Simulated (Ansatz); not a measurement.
`C[SiH2][SiH2][AlH2]` and `C[SiH2][SiH2]Cl` differ in one atom or group.

Ansatz, PBE0-D4/def2-TZVP geometries, multiplicity 1. Each molecule was computed in one conformer, which needn't be the lowest.

```
                                          property  `C[SiH2][SiH2][AlH2]`
                LUMO energy (PBE0/def2-TZVPP) / eV                  -2.09
                 HOMO energy (PBE/def2-TZVPP) / eV                  -6.26
               LUMO energy (B3LYP/def2-TZVPP) / eV                  -2.27
size of the dipole moment (ωB97M-V/def2-TZVPP) / D                   0.69
    size of the dipole moment (PBE/def2-TZVPP) / D                   0.77
             HOMO–LUMO gap (B3LYP/def2-TZVPP) / eV                   4.81
```

Give the same properties after the change, and the shifts. (An estimate is asked.)

Ansatz gave: 
```tsv
property	`C[SiH2][SiH2]Cl`	shift
LUMO energy (PBE0/def2-TZVPP) / eV	-0.46	1.63
HOMO energy (PBE/def2-TZVPP) / eV	-6.76	-0.50
LUMO energy (B3LYP/def2-TZVPP) / eV	-0.64	1.63
size of the dipole moment (ωB97M-V/def2-TZVPP) / D	1.57	0.88
size of the dipole moment (PBE/def2-TZVPP) / D	1.52	0.75
HOMO–LUMO gap (B3LYP/def2-TZVPP) / eV	7.10	2.29
```

With PBE0 the HOMO falls by 0.66 eV and the LUMO rises by 1.63 eV, so the gap widens by about 2.29 eV. PBE moves the HOMO by -0.50 eV and ωB97M-V by -0.78 eV. Dipoles are sizes alone; their direction can turn.

B3LYP here is the variant with VWN-RPA as its local correlation; programs differ in this.
